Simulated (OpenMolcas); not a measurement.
How basis sets differ on SnH2F2 (SMILES [F][SnH2][F])

The species is SnH2F2 (5 atoms), meant as a singlet with charge 0. SMILES: `[F][SnH2][F]`. The coordinates come from a PBE0-D4/def2-TZVP relaxation.

Quantity: the HOMO–LUMO gap, in eV. The values are calculated.

```json
{"level": "HF/STO-3G", "kind": "Hartree–Fock", "program": "OpenMolcas", "value (eV)": "19.99", "CPU time": "2.4 s"}
{"level": "HF/3-21G", "kind": "Hartree–Fock", "program": "OpenMolcas", "value (eV)": "16.27", "CPU time": "2.6 s"}
{"level": "HF/def2-SVP (core potential)", "kind": "Hartree–Fock", "program": "OpenMolcas", "value (eV)": "15.89", "CPU time": "3.6 s"}
{"level": "HF/def2-TZVP (core potential)", "kind": "Hartree–Fock", "program": "OpenMolcas", "value (eV)": "15.10", "CPU time": "23 s"}
```

All-electron rows without a relativistic Hamiltonian named are non-relativistic, while core potentials hold scalar relativity, so basis and relativity change together. The values span 15.10 to 19.99 eV. A Hartree–Fock LUMO above zero doesn't converge with the basis: it sinks as sets grow more diffuse. Orbital gaps aren't excitation energies. CPU times are rough (shared hosts, several kinds of processor): they show what a rung costs within a factor of a few.
